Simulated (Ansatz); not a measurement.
The cluster Si4Au3⁻. Charge -1, multiplicity 1. Geometry r2SCAN-D4/def2-SVPD.

```xyz
7

Au    1.7664    0.7063    1.9576
Au   -0.7855   -1.7933   -1.9421
Au   -0.3926    2.3185    1.3578
Si    0.6339    0.1857   -1.8286
Si    1.0967   -0.8029    0.3161
Si   -1.1014    0.8385   -0.2941
Si   -1.2174   -1.4528    0.4332
```

In the def2 sets Au takes a core potential; there is no spin–orbit coupling. The restricted singlet is unstable towards broken spin symmetry in Hartree–Fock (as tested in another run); at PBE-D4/def2-TZVPD, r2SCAN-D4/def2-TZVPD, PBE0-D4/def2-TZVPD, CAM-B3LYP-D4/def2-TZVPD and others this wasn't settled. Another isomer (singlet) lies 0.87 eV lower at PBE0-D4/def2-TZVPD; other spin states weren't run for this one.

Estimate the orbital energies around the gap (eV) in Ansatz with PBE-D4/def2-TZVPD, r2SCAN-D4/def2-TZVPD, PBE0-D4/def2-TZVPD, CAM-B3LYP-D4/def2-TZVPD, ωB97M-V/def2-TZVPD.


```csv
orbital,PBE-D4/def2-TZVPD,r2SCAN-D4/def2-TZVPD,PBE0-D4/def2-TZVPD,CAM-B3LYP-D4/def2-TZVPD,ωB97M-V/def2-TZVPD
HOMO−5,-2.83,-3.01,-3.54,-4.57,-5.23
HOMO−4,-2.59,-2.70,-3.29,-4.22,-4.89
HOMO−3,-1.59,-1.75,-2.37,-3.37,-4.02
HOMO−2,-1.57,-1.69,-2.21,-3.07,-3.73
HOMO−1,-1.44,-1.60,-2.13,-3.04,-3.70
HOMO,-1.21,-1.32,-1.91,-2.88,-3.54
LUMO,0.04,0.14,0.69,1.46,2.14
LUMO+1,0.70,0.79,1.37,2.24,2.92
LUMO+2,0.90,1.04,1.57,2.35,3.01
LUMO+3,1.72,1.91,2.35,3.05,3.44
LUMO+4,1.74,1.93,2.42,3.23,3.77
LUMO+5,2.02,2.22,2.62,3.32,3.79
```
